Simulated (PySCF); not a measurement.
Al(H)(Cl)(Me) (CH4AlCl), SMILES [Cl][AlH][CH3]. Coordinates come from a PBE0-D3(BJ)/def2-TZVP optimisation.

TDA-PBE0/def2-SVPD (PySCF) puts the lowest singlet excitations at 5.56, 6.84, 7.10, 7.13, 7.14, 7.74 eV.

### Question
What are the lowest excitation roots from ADC(2)/aug-cc-pVDZ in PySCF? (An estimate is asked for; the answer gives what the named calculation found.)

### Answer
5.91, 7.26, 7.46, 7.58, 7.66, 7.79 eV. S1 differs by 0.36 eV (second minus first; roots are paired by order, and the bases may differ).
